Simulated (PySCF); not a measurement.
Electric field gradients and quadrupole coupling constants

Species: C₄H₉ClOSi₂.
Z-matrix (Å and degrees, GFN2-xTB geometry), rows numbered from 1:
```
O 
C   1  1.2120
C   2  1.4571  1  123.70
Si  3  1.9378  2  110.63  1    35.73
C   4  1.9210  3   89.07  2  -108.46
Si  5  1.9115  4   91.54  3    -3.59
C   6  1.9033  3  112.55  2    -7.66
Cl  7  1.7831  6  107.30  3   -71.84
H   2  1.1081  1  119.97  3  -179.20
H   3  1.0864  2  111.65  1   168.95
H   4  1.4648  3  109.94  2   137.34
H   4  1.4545  3  113.69  2    10.07
H   5  1.0865  4  113.66  3   113.76
H   5  1.0850  4  115.12  3  -122.45
H   6  1.4642  3  111.31  2  -131.16
H   7  1.0869  6  112.27  3    45.31
H   7  1.0861  6  113.96  3   170.05
```

Field gradients from the PBE0/pcSseg-1 density (PySCF, non-relativistic), principal values in atomic units, ordered |Vxx| ≤ |Vyy| ≤ |Vzz|:

```json
{"atom": "O1", "Vxx": "0.5703", "Vyy": "1.3019", "Vzz": "-1.8722"}
{"atom": "Cl8", "Vxx": "-1.9352", "Vyy": "-2.0804", "Vzz": "4.0156"}
```

Problem. Find the asymmetry η = (Vxx − Vyy)/Vzz and the couplings χ = eQV/h (234.96 MHz × Q in barn × V in au), with Q(17O) = −0.0256 b, Q(35Cl) = −0.0817 b.

Solution. 
| atom | environment | nucleus | η | χzz (MHz) | χxx (MHz) | χyy (MHz) |
| --- | --- | --- | --- | --- | --- | --- |
| O1 | aldehyde oxygen | 17O | 0.39 | 11.26 | -3.43 | -7.83 |
| Cl8 | alkyl chlorine | 35Cl | 0.04 | -77.09 | 37.15 | 39.94 |

The gradient is axial or nearly so (η below 0.05) at Cl8. 

Problem. What is Vzz at Cl8 in SI units (1 au = 9.71736 × 10²¹ V/m²)?

Solution. 4.0156 au = 39.021 × 10²¹ V/m².

Were the hydrogens deuterons (Q(2H) = 0.00286 b), χzz would run from 108 kHz (H15 and H11) to 224 kHz (H14).

The structure is a single GFN2-xTB conformer in the gas phase; no vibrational or solvent corrections. GFN2-xTB bond lengths can be off by several hundredths of an ångström, more for odd bonds, and the gradients follow them. The small basis limits the accuracy of the gradients.

The run behind these numbers computed NMR shieldings as well. The run took 84 s of wall time (with the writing of density and orbital grids) on an Arm Neoverse N1 with one thread, no GPU (shared host), and the process peaked at 0.87 GiB of memory.
